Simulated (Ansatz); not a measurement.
Start from `FB[SiH2][SiH3]` and change one element to get `[SiH3][SiH2]BCl`.

Ansatz, PBE0-D4/def2-TZVP geometries, multiplicity 1. Each molecule was computed in one conformer, which needn't be the lowest.

```json
{"property": "HOMO energy (B3LYP/def2-TZVPP) / eV", "`FB[SiH2][SiH3]`": "-7.73"}
{"property": "HOMO–LUMO gap (ωB97M-V/def2-TZVPP) / eV", "`FB[SiH2][SiH3]`": "10.06"}
{"property": "size of the dipole moment (ωB97M-V/def2-TZVPP) / D", "`FB[SiH2][SiH3]`": "0.57"}
{"property": "HOMO–LUMO gap (PBE/def2-TZVPP) / eV", "`FB[SiH2][SiH3]`": "3.92"}
{"property": "HOMO energy (ωB97M-V/def2-TZVPP) / eV", "`FB[SiH2][SiH3]`": "-9.99"}
{"property": "HOMO–LUMO gap (PBE0/def2-TZVPP) / eV", "`FB[SiH2][SiH3]`": "6.07"}
```

Problem. Give the same properties after the change, and the shifts. (Estimate.)

Solution. Computed: 
```json
{"property": "HOMO energy (B3LYP/def2-TZVPP) / eV", "`[SiH3][SiH2]BCl`": "-7.59", "shift": "0.14"}
{"property": "HOMO–LUMO gap (ωB97M-V/def2-TZVPP) / eV", "`[SiH3][SiH2]BCl`": "9.48", "shift": "-0.58"}
{"property": "size of the dipole moment (ωB97M-V/def2-TZVPP) / D", "`[SiH3][SiH2]BCl`": "0.46", "shift": "-0.11"}
{"property": "HOMO–LUMO gap (PBE/def2-TZVPP) / eV", "`[SiH3][SiH2]BCl`": "3.39", "shift": "-0.53"}
{"property": "HOMO energy (ωB97M-V/def2-TZVPP) / eV", "`[SiH3][SiH2]BCl`": "-9.86", "shift": "0.13"}
{"property": "HOMO–LUMO gap (PBE0/def2-TZVPP) / eV", "`[SiH3][SiH2]BCl`": "5.46", "shift": "-0.61"}
```

With PBE0 the HOMO rises by 0.13 eV and the LUMO falls by 0.47 eV, so the gap narrows by about 0.60 eV. PBE moves the HOMO by 0.10 eV and ωB97M-V by 0.13 eV. Dipoles are sizes alone; their direction can turn.

B3LYP here is the variant with VWN-RPA as its local correlation; programs differ in this.
